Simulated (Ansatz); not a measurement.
Relaxation of Cl3H3NSn (8 atoms, charge 0, multiplicity 2), to a largest force component of 0.03 eV/Å in at most 50 steps.

Theory: UKS PBE0/def2-SVP in Ansatz 0.2.0.

```xyz
8
Properties=species:S:1:pos:R:3:forces:R:3
Sn 0.046 -0.027 -0.196 0.02 -0.01 0.33
H 0.126 -0.076 1.531 -0.02 0.01 -0.27
Cl 2.153 0.008 -1.207 0.00 0.00 0.00
Cl -1.084 1.869 -0.969 0.00 0.00 -0.01
Cl -1.079 -1.871 -1.091 0.00 0.00 0.00
N 0.006 -0.003 3.785 0.00 0.00 -0.04
H -0.533 -0.621 4.412 0.01 0.00 -0.01
H 0.368 0.721 4.427 0.00 -0.01 -0.01
```

Question: Where does it end, and by what steps?

Answer: The forces met the threshold. After 4 steps the energy has fallen by 0.006 eV; Cl3 moved furthest, 0.08 Å.

```tsv
step	energy less start (eV)	largest force component (eV/Å)	accepted
0	0.0000	0.326	yes
1	0.0000	0.286	no
2	-0.0049	0.126	yes
3	-0.0052	0.055	yes
4	-0.0060	0.004	yes
```

```xyz
8
Properties=species:S:1:pos:R:3
Sn 0.031 -0.017 -0.157
H 0.079 -0.045 1.552
Cl 2.157 0.004 -1.132
Cl -1.081 1.868 -0.984
Cl -1.076 -1.872 -1.056
N 0.002 -0.002 3.732
H -0.503 -0.642 4.365
H 0.394 0.705 4.373
```

Whether the end is a true minimum wasn't checked by a vibrational analysis.

Run time: 34 s on 4 threads of Intel(R) Xeon(R) Platinum 8259CL CPU @ 2.50GHz (Skylake/Cascade Lake), with other jobs on the host, peak memory 0.45 GiB.
